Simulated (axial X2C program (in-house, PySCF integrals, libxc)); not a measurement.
# Levels of LiK⁺ by electron attachment to LiK²⁺ (EOM-EA-CCSD)

Calculated with an in-house all-electron X2C program for linear molecules (integrals from PySCF): two-component X2C with atomic mean-field Coulomb and Gaunt terms, Gaussian nuclei, basis K dyall-acv3z, Li dyall-acv3z with contracted cores.

R = 3.862 Å (near the PBE0 minimum at charge 1 of the determinant lowest at the starting distance; the state shown can have its own minimum elsewhere).

Hartree–Fock spinors of LiK²⁺ (one of each Kramers pair; a window near the gap, which can cut inner shells):

```
  ω  occupied  ε (eV)                    character
1/2        no   -9.47   50% Li s, 17% K s, 15% K p
1/2        no   -7.18  48% Li p, 23% Li s, 20% K s
1/2        no   -7.11   72% Li p, 14% K p, 11% K d
3/2        no   -7.11   72% Li p, 14% K p, 11% K d
1/2        no   -6.16   41% K s, 27% Li p, 15% K p
1/2        no   -5.24   70% K p, 20% Li p, 9% Li d
```

Levels of LiK⁺ obtained by attaching an electron to LiK²⁺:

```json
{"Ω": "1/2", "binding energy (eV)": "9.629", "above lowest (cm⁻¹)": "0", "attached spinor": "46% Li sσ, 19% K sσ, 14% K pσ", "one-particle weight": "1.00"}
{"Ω": "1/2", "binding energy (eV)": "7.344", "above lowest (cm⁻¹)": "18433", "attached spinor": "38% Li pσ, 26% Li sσ, 24% K sσ", "one-particle weight": "1.00"}
{"Ω": "1/2", "binding energy (eV)": "7.175", "above lowest (cm⁻¹)": "19796", "attached spinor": "69% Li pπ, 16% K pπ, 11% K dπ", "one-particle weight": "1.00"}
{"Ω": "3/2", "binding energy (eV)": "7.173", "above lowest (cm⁻¹)": "19808", "attached spinor": "69% Li pπ, 16% K pπ, 11% K dπ", "one-particle weight": "1.00"}
{"Ω": "1/2", "binding energy (eV)": "6.353", "above lowest (cm⁻¹)": "26427", "attached spinor": "35% K sσ, 32% Li pσ, 16% K pσ", "one-particle weight": "1.00"}
{"Ω": "1/2", "binding energy (eV)": "5.365", "above lowest (cm⁻¹)": "34396", "attached spinor": "68% K pπ, 22% Li pπ, 8% Li dπ", "one-particle weight": "1.00"}
{"Ω": "3/2", "binding energy (eV)": "5.359", "above lowest (cm⁻¹)": "34441", "attached spinor": "69% K pπ, 22% Li pπ, 8% Li dπ", "one-particle weight": "1.00"}
```

This point took 4.2 s on 1 thread of Arm Neoverse V2, with other jobs on the host.

Reference electrons by ω block (each with its −ω partner): 1/2: 8, 3/2: 2. 8 electrons of LiK²⁺ correlated (inner shells frozen), 92 natural virtual spinors (a truncated set); levels can be off by some tenths of an eV. Roots sought by Ω: (1/2: 5, 3/2: 4, 5/2: 2, 7/2: 1); rows need 60 % one-particle weight and stop where some Ω has no more roots. Missing are any skipped roots, higher Ω and states of a further excitation; these come out far too high here and may in truth be low or lowest. T1 of the reference 0.002 (Lee–Taylor). The reference was not checked to be the lowest state of its species. Number of frozen shells: K 2 s, 1 p; Li 1 s.
